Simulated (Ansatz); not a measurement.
CH8ClNSi2 can be A, `C[SiH2]N[SiH2]Cl`, or B, `CN([SiH3])[SiH2]Cl`.

Isolated molecules relaxed with PBE0-D4/def2-TZVP in Ansatz; ΔE leaves out vibrations. CCSD(T)/CBS is the MP2 limit (def2-TZVPP, def2-QZVPP) plus CCSD(T) − MP2 in def2-TZVPP, frozen cores. Functionals use def2-TZVPP. B3LYP here is the variant with VWN-RPA as its local correlation; programs differ in this. One conformer a species, not always the lowest.

Which isomer does CCSD(T)/CBS put lower? Give the gap. (Best estimate.)

The calculation gave: A, by 87.8 kJ/mol.

Give E(B) − E(A) in kJ/mol with BLYP-D4, PBE-D4, ωB97M-V, B3LYP, CCSD(T)/def2-SVP, CCSD(T)/def2-TZVPP, HF/def2-TZVPP. (Best estimate.)

Ansatz gave: BLYP-D4 81.6, PBE-D4 85.7, ωB97M-V 88.8, B3LYP 88.0, CCSD(T)/def2-SVP 68.1, CCSD(T)/def2-TZVPP 84.7, HF/def2-TZVPP 86.3. None reverses the order clearly.

Does the order hold for the free energy at 298.15 K (harmonic terms from PBE0-D4)? (Best estimate.)

Ansatz gave: Yes: G(B) − G(A) = +87.8 kJ/mol, for one conformer each. Modes under 60 cm⁻¹, often nearly free rotors, make the harmonic entropy too high.

Largest T1 diagnostic: 0.010.

Leaving LDA and LC-ωPBE aside and taking each functional with its dispersion term where it has one, the values, not all of them listed here, spread over 10.7 kJ/mol, from BLYP-D4 to B97M-V. LDA lies −4.5 kJ/mol from PBE without D4. At CCSD(T), def2-SVP lies −19.8 kJ/mol from the extrapolated value and def2-TZVPP −3.1 kJ/mol.
